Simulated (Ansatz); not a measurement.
Geometry optimisation, RKS B3LYP/STO-3G (Ansatz 0.2.0).

The input (input.yaml):

```yaml
crystal:
  periodic: [false, false, false]
  atoms:
    - { symbol: B, position_ang: [0.3889, 1.3655, 0.3035] }
    - { symbol: C, position_ang: [0.362, -0.0417, 1.0014] }
    - { symbol: Si, position_ang: [-0.3339, -1.2646, -0.2369] }
    - { symbol: Al, position_ang: [-0.3885, 0.6297, -1.4928] }
    - { symbol: H, position_ang: [-0.26169, 1.78373, -2.5046] }
    - { symbol: H, position_ang: [-0.2731, -0.0092, 1.9082] }
    - { symbol: H, position_ang: [1.4338, -0.3038, 1.2807] }
    - { symbol: H, position_ang: [0.7636, -2.1965, -0.6893] }
    - { symbol: H, position_ang: [-1.5922, -1.8083, 0.2337] }
    - { symbol: H, position_ang: [-0.9297, 1.0868, -2.919] }
basis:
  gaussian: { orbitals: STO-3G }
hamiltonian:
  xc: b3lyp
relax:
  f_tol: 0.02
  max_steps: 50
output:
  orbitals: {}
```

Launched with:

```bash
$ ansatz run input.yaml --threads 1 --pin off --max-ram 2048MiB --backend cpu --events-out ev --progress --plain --runs-dir out
```

Where does it end, and by what steps?

The run converged. Limits of this set-up: minimal basis. After 12 steps the energy has fallen by 7.216 eV; H10 moved furthest, 1.23 Å. Joined: B1–Si3.

| step | energy less start (eV) | largest force component (eV/Å) | accepted |
| --- | --- | --- | --- |
| 0 | 0.0000 | 3.505 | yes |
| 1 | -1.9417 | 3.427 | yes |
| 2 | -3.5926 | 4.550 | yes |
| 3 | -4.7777 | 4.672 | yes |
| 4 | -5.7054 | 3.641 | yes |
| 5 | -6.3256 | 2.965 | yes |
| 6 | -6.8610 | 1.439 | yes |
| 7 | -7.0853 | 0.719 | yes |
| 8 | -7.1755 | 0.454 | yes |
| 9 | -7.1239 | 0.909 | no |
| 10 | -7.2065 | 0.131 | yes |
| 11 | -7.2148 | 0.041 | yes |
| 12 | -7.2157 | 0.010 | yes |

```xyz
10
Properties=species:S:1:pos:R:3
B 0.078 1.086 0.143
C 0.294 -0.032 1.141
Si -0.169 -1.063 -0.466
Al -0.429 0.912 -1.818
H 0.704 1.137 -2.776
H -0.419 -0.106 1.973
H 1.319 -0.176 1.510
H 0.975 -1.933 -0.641
H -1.326 -1.826 -0.047
H -1.858 1.243 -2.133
```

Time of the run: 32 s on 1 thread of Arm Neoverse V1, on a shared host, peak memory 0.14 GiB.
